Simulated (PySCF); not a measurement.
NMR data simulated for an unnamed compound:

$^{1}$H NMR (500 MHz, computed): δ 7.48 (d, 1H), 7.29 (m, 1H), 7.26 (m, 1H), 7.20 (m, 1H), 7.10 (d, 1H), 5.86 (m, 1H), 5.53 (m, 1H), 3.70 (s, 2H), 0.55 (br s, 2H).

$^{13}$C{$^{1}$H} NMR (computed): δ 146.2 (C), 141.2 (CH), 138.6 (C), 130.9 (CH), 130.2 (CH), 129.6 (CH), 129.3 (CH), 120.7 (CH2), 49.7 (CH2).

- coordinates at the PBE0-D3(BJ)/def2-SVP level
- σ from GIAO-B97-2/pcSseg-1
- code: PySCF
- a single conformation, non-relativistic, one averaged value for each set of equivalent atoms, isolated molecule

Referencing at the same level of theory: $^{1}$H (σref 31.38), $^{13}$C (σref 183.69) vs TMS.

**Question.** Which of these does the molecule contain: a heteroaromatic ring, an NH or NH2 group, a non-aromatic C=C double bond, a benzene ring, a Si–H bond, an N-methyl group?

**Answer.** 
- A heteroaromatic ring: no.
- An NH or NH2 group: yes (δH 0.55 (br s)).
- A non-aromatic C=C double bond: yes.
- A benzene ring: yes.
- A Si–H bond: no.
- An N-methyl group: no.

The data belong to SMILES c1ccc(C=C)c(CN)c1, C9H11N; they needn't prove each group on their own.

Carbon signals by region: 8 in the sp2 and nitrile region (100–160 ppm), 1 below 50 ppm.

The OH or NH signal is concentration- and solvent-dependent in practice; the value given is the gas-phase one. Shifts are as computed. Against solution values, carbons near 30 ppm lie about +1 ppm off and those near 130 ppm about +2 ppm. Of 1211 compounds with measured shifts, 218 miss one by over three times the rms of a fit or turn the order of signals round; such compounds aren't used in these exercises. Multiplicities follow the n + 1 count of equivalent neighbours, as no J values were calculated; m marks all less simple cases, F and P coupling included.
